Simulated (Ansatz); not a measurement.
Species: sum formula AlOF$_{2}$H, charge 0, multiplicity 1. SMILES: [OH][Al]([F])[F]
Structure (B3LYP-D3(BJ)/def2-TZVP (Ansatz, an electronic-structure program) minimum search):
```
Al
F 1 1.6384
F 1 1.6432 2 118.54
O 1 1.6783 2 118.97 3 -180.00
H 4 0.9581 1 124.21 2 180.00
```

Quantity: atomisation energy (electronic, to ground-state atoms), in eV. Valence correlation only, unless marked. UHF or UKS for open shells. No spin-orbit coupling. No relativistic terms. The coupled-cluster limit lacks core correlation, which all-electron functionals hold. CBS(X,Y): correlation extrapolated as X^-3; Hartree-Fock from the larger set. [CCSD(T)-MP2]/basis is that difference in the basis named.

```
level               program  atomisation energy (eV)
------------------  -------  -----------------------
HF/aug-cc-pV(T+d)Z   Ansatz                    15.95
HF/aug-cc-pV(Q+d)Z   Ansatz                    16.05
```

Q: What does RI-MP2/CBS(aug-cc-pV(T+d)Z,aug-cc-pV(Q+d)Z)+[CCSD(T)-MP2]/aug-cc-pV(T+d)Z (Ansatz) give?

A: 22.21 eV
